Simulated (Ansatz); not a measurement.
Basis-set series for `[CH3][Y]([CH3])[OH]`. Charge 0, multiplicity 1. Y: def2 effective core potential. The geometry is a stationary point of PBE0-D4/def2-TZVP. It is one conformer, not always the lowest.

```json
{"functional": "PBE0-D4", "basis": "def2-SVP", "functions": "108", "energy (Eh)": "-193.69824", "HOMO (eV)": "-6.02", "LUMO (eV)": "-1.56"}
{"functional": "PBE0-D4", "basis": "def2-QZVPP", "functions": "462", "energy (Eh)": "-193.90522", "HOMO (eV)": "-6.20", "LUMO (eV)": "-1.66"}
{"functional": "ωB97M-V", "basis": "def2-SVP", "functions": "108", "energy (Eh)": "-193.72480", "HOMO (eV)": "-8.27", "LUMO (eV)": "-0.50"}
{"functional": "ωB97M-V", "basis": "def2-QZVPP", "functions": "462", "energy (Eh)": "-193.94135", "HOMO (eV)": "-8.45", "LUMO (eV)": "-0.68"}
```

Give the rows for def2-TZVPP. (An estimate is asked.)

Computed: 
```tsv
functional	basis	functions	energy (Eh)	HOMO (eV)	LUMO (eV)
PBE0-D4	def2-TZVPP	247	-193.89307	-6.17	-1.65
ωB97M-V	def2-TZVPP	247	-193.92966	-8.43	-0.62
```
